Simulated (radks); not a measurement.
The numbers below are computed, except where a source is named.
Question: Ionisation of Sn+, [Kr] 4d10 5s2 5p1, to Sn2+, [Kr] 4d10 5s2, under several functionals. Dirac Kohn-Sham, spin-unpolarised, spherical densities, point nucleus; open shells fill j = l - 1/2 first; a radial shooting solver on a logarithmic mesh with Libxc functionals. Known Delta-SCF values: BLYP 14.378 eV; Wu-Cohen GGA 14.394 eV. What does RPBE give, and what is its highest occupied eigenvalue?

Answer: 14.228 eV by Delta-SCF; the 5p1/2 eigenvalue is -10.461 eV. NIST: 14.633 eV (measured).

Beside tabulated values, note that spin-unpolarised runs miss the spin-polarisation part of the exchange energy of open shells.
